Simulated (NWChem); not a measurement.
Program: NWChem. System: H₂Ge, charge 0, spin multiplicity 1, at a geometry optimised with B3LYP/def2-SVP. The structure started from a generated list of species. Level: TD-PBE/def2-SVPD.

Input file:

```
start mol
memory heap 200 mb stack 900 mb global 1100 mb
geometry units angstroms nocenter noautoz
  Ge     0.000000     0.000000     0.066351
  H     -1.142489     0.000000    -1.061618
  H      1.142489     0.000000    -1.061618
  symmetry group C2v
end
basis spherical
  * library def2-svpd
end
dft
  xc xpbe96 cpbe96
  semidirect memsize 60000000 filesize 0
  iterations 100
end
tddft
  rpa
  nroots 8
  notriplet
  thresh 1e-4
end
task tddft energy
```

Part of the output:

```
             Northwest Computational Chemistry Package (NWChem) 7.3.0
             --------------------------------------------------------

                                NWChem Input Module
                                -------------------

 Scaling coordinates for geometry "geometry" by  1.889725989
 (inverse scale =  0.529177249)

 Turning off AUTOSYM since
 SYMMETRY directive was detected!

                             Geometry "geometry" -> ""
                             -------------------------

 Output coordinates in angstroms (scale by  1.889725989 to convert to a.u.)

  No.       Tag          Charge          X              Y              Z
 ---- ---------------- ---------- -------------- -------------- --------------
    1 Ge                  32.0000     0.00000000     0.00000000     0.06635100
    2 H                    1.0000    -1.14248900     0.00000000    -1.06161800
    3 H                    1.0000     1.14248900     0.00000000    -1.06161800

 Effective nuclear repulsion energy (a.u.)      21.3263105001

            Nuclear Dipole moment (a.u.)
            ----------------------------
        X                 Y               Z
 ---------------- ---------------- ----------------
     0.0000000000     0.0000000000    -0.0000075589

      Symmetry information
      --------------------

 Group name             C2v
 Group number             16
 Group order               4
 No. of unique centers     2

      Symmetry unique atoms

     1    2


 Summary of "ao basis" -> "" (spherical)
 ------------------------------------------------------------------------------
       Tag                 Description            Shells   Functions and Types
 ---------------- ------------------------------  ------  ---------------------
 *                         def2-svpd                  on all atoms

  pbe96 is a nonlocal functional; adding pw91lda local functional.

                                 NWChem DFT Module
                                 -----------------

 Summary of "ao basis" -> "ao basis" (spherical)
 ------------------------------------------------------------------------------
[...]
     Occ.   17  a1  ---  Virt.   26  a1  -0.05152 X
  ----------------------------------------------------------------------------
  Root   6 singlet b1             0.285974813 a.u.                7.7818 eV
  ----------------------------------------------------------------------------
     Transition Moments    X  1.31841   Y -0.00000   Z  0.00000
     Transition Moments   XX -0.00000  XY  0.00000  XZ -1.28823
     Transition Moments   YY -0.00000  YZ  0.00000  ZZ -0.00000
     Dipole Oscillator Strength                    0.3313898991
     Electric Quadrupole                           0.0000002067
     Magnetic Dipole                               0.0000000353
     Total Oscillator Strength                     0.3313901411

          sigma_e =   3.0716 Angstrom
          sigma_h =   1.5269 Angstrom
         |d_h->e| =   0.7544 Angstrom
            d_exc =   3.5148 Angstrom
            d_CD1 =   2.2991 Angstrom
            d_CD2 =  -1.5449 Angstrom
            d_CD3 =   4.2691 Angstrom
     Pearson C.C. =  -0.0019

     Occ.   16  b1  ---  Virt.   19  a1  -0.93329 X
     Occ.   16  b1  ---  Virt.   21  a1   0.24350 X
     Occ.   16  b1  ---  Virt.   22  a1  -0.06637 X
     Occ.   16  b1  ---  Virt.   27  a1  -0.06846 X
     Occ.   17  a1  ---  Virt.   20  b1  -0.23845 X
     Occ.   17  a1  ---  Virt.   28  b1   0.06623 X
  ----------------------------------------------------------------------------
  Root   7 singlet a1             0.296422663 a.u.                8.0661 eV
  ----------------------------------------------------------------------------
     Transition Moments    X -0.00000   Y  0.00000   Z -0.22747
     Transition Moments   XX -0.09401  XY -0.00000  XZ  0.00000
     Transition Moments   YY  0.35544  YZ -0.00000  ZZ -1.23657
     Dipole Oscillator Strength                    0.0102250926
     Electric Quadrupole                           0.0000000934
     Magnetic Dipole                               0.0000000000
     Total Oscillator Strength                     0.0102251861

          sigma_e =   2.5108 Angstrom
          sigma_h =   1.6097 Angstrom
         |d_h->e| =   0.2877 Angstrom
            d_exc =   3.0544 Angstrom
            d_CD1 =   1.1888 Angstrom
            d_CD2 =  -1.7726 Angstrom
            d_CD3 =   3.3421 Angstrom
     Pearson C.C. =  -0.0434

     Occ.   16  b1  ---  Virt.   20  b1  -0.59988 X
     Occ.   16  b1  ---  Virt.   28  b1   0.05079 X
     Occ.   17  a1  ---  Virt.   21  a1  -0.08945 X
     Occ.   17  a1  ---  Virt.   22  a1   0.79092 X
  ----------------------------------------------------------------------------
  Root   8 singlet a2             0.298005980 a.u.                8.1092 eV
  ----------------------------------------------------------------------------
     Transition Moments    X -0.00000   Y  0.00000   Z  0.00000
     Transition Moments   XX -0.00000  XY -0.64007  XZ -0.00000
     Transition Moments   YY  0.00000  YZ  0.00002  ZZ  0.00000
     Dipole Oscillator Strength                    0.0000000000
     Electric Quadrupole                           0.0000000577
     Magnetic Dipole                               0.0000005192
     Total Oscillator Strength                     0.0000005770

          sigma_e =   2.6161 Angstrom
          sigma_h =   1.6014 Angstrom
         |d_h->e| =   0.0650 Angstrom
            d_exc =   3.0654 Angstrom
            d_CD1 =   1.0798 Angstrom
            d_CD2 =  -2.0437 Angstrom
            d_CD3 =   3.1305 Angstrom
     Pearson C.C. =   0.0019

     Occ.   17  a1  ---  Virt.   23  a2   0.99961 X

              Target root =      1
          Target symmetry = none
      Ground state energy =  -2077.559927477891
        Excitation energy =      0.087926366522
     Excited state energy =  -2077.472001111369

  stored tddft:energy   -2077.4720011113686

 Task  times  cpu:       27.7s     wall:       27.7s

 Total times  cpu:       27.8s     wall:       27.8s
```
